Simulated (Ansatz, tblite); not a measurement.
Forces on Sn(OtBu)2 (C₈H₁₈O₂Sn) at its r2SCAN-D4/def2-SVP geometry. Total charge 0; singlet.

In the def2 sets Sn takes a core potential; there is no spin–orbit coupling. The xTB rows come from tblite. Single mean-field runs in def2-TZVP are fitted with def2-universal-jkfit.

GFN2-xTB (tblite), largest force 1.02 eV/Å:

```xyz
29
positions Å, forces eV/Å
Sn   -2.184   -0.334    0.296   -0.624   -0.274    0.163
O    -1.145   -1.879    1.004    0.624   -0.134    0.042
C     0.241   -2.206    1.105   -0.440    0.086   -0.022
C     0.861   -2.244   -0.295    0.307   -0.102   -0.302
C     0.949   -1.165    1.977    0.328    0.163    0.249
C     0.301   -3.588    1.758    0.145   -0.467    0.214
H     1.920   -2.548   -0.254   -0.430    0.126    0.056
H     0.319   -2.967   -0.926    0.170    0.321    0.278
H     0.797   -1.247   -0.757   -0.034   -0.433    0.258
H     0.885   -0.174    1.501   -0.041   -0.472    0.170
H     2.012   -1.422    2.117   -0.438    0.050   -0.104
H     0.471   -1.119    2.969    0.143   -0.018   -0.435
H    -0.241   -4.320    1.140    0.209    0.319    0.231
H    -0.177   -3.557    2.749    0.184    0.018   -0.407
H     1.342   -3.929    1.878   -0.412    0.165   -0.061
O    -0.567    0.755   -0.274    0.113    0.904   -0.454
C    -0.495    1.992   -0.967    0.007   -0.408    0.157
C    -1.643    2.922   -0.558   -0.219    0.457    0.046
C     0.849    2.622   -0.593    0.430    0.284    0.068
C    -0.550    1.711   -2.473    0.044    0.066   -0.483
H    -1.556    3.908   -1.044    0.061   -0.409    0.160
H    -2.620    2.497   -0.847    0.369    0.044    0.071
H    -1.638    3.076    0.533    0.037   -0.123   -0.403
H     0.893    2.799    0.493   -0.053   -0.096   -0.432
H     1.004    3.582   -1.113   -0.105   -0.403    0.186
H     1.670    1.939   -0.861   -0.360    0.256    0.105
H    -1.514    1.245   -2.738    0.327    0.136    0.176
H     0.255    1.016   -2.755   -0.325    0.277    0.162
H    -0.440    2.634   -3.064   -0.017   -0.332    0.309
```

PBE-D4/def2-TZVP (Ansatz), largest force 0.35 eV/Å:

```
Sn 0.075 0.049 -0.022
O -0.349 0.015 0.011
C 0.190 -0.003 -0.008
C 0.053 -0.009 -0.116
C 0.060 0.085 0.076
C -0.012 -0.116 0.055
H -0.054 0.015 0.001
H 0.037 0.040 0.033
H 0.027 -0.075 0.010
H 0.029 -0.058 0.050
H -0.056 0.012 -0.010
H 0.033 -0.001 -0.055
H 0.043 0.026 0.030
H 0.040 -0.007 -0.042
H -0.053 0.019 -0.006
O -0.026 -0.255 0.135
C -0.077 0.153 -0.082
C -0.091 0.091 0.030
C 0.122 0.044 0.045
C -0.004 -0.021 -0.139
H -0.002 -0.048 0.025
H 0.051 0.017 0.013
H 0.000 -0.004 -0.063
H 0.003 0.005 -0.059
H -0.008 -0.051 0.026
H -0.035 0.048 0.008
H 0.051 0.034 0.010
H -0.043 0.042 0.011
H -0.002 -0.045 0.031
```

r2SCAN-D4/def2-TZVP (Ansatz), largest force 0.62 eV/Å:

```
Sn 0.614 -0.061 0.013
O -0.327 0.328 -0.143
C 0.167 -0.007 -0.003
C 0.065 -0.006 -0.183
C 0.076 0.138 0.115
C -0.020 -0.189 0.090
H -0.270 0.076 0.007
H 0.137 0.182 0.166
H 0.036 -0.270 0.113
H 0.037 -0.260 0.135
H -0.273 0.053 -0.046
H 0.120 -0.017 -0.255
H 0.151 0.186 0.150
H 0.135 -0.002 -0.248
H -0.260 0.100 -0.037
O -0.343 -0.291 0.151
C -0.061 0.128 -0.078
C -0.160 0.127 0.059
C 0.192 0.065 0.073
C -0.002 -0.049 -0.209
H -0.004 -0.256 0.118
H 0.254 0.097 0.065
H 0.006 -0.042 -0.278
H -0.017 -0.037 -0.278
H -0.052 -0.249 0.126
H -0.211 0.176 0.059
H 0.237 0.125 0.073
H -0.203 0.182 0.081
H -0.025 -0.226 0.165
```
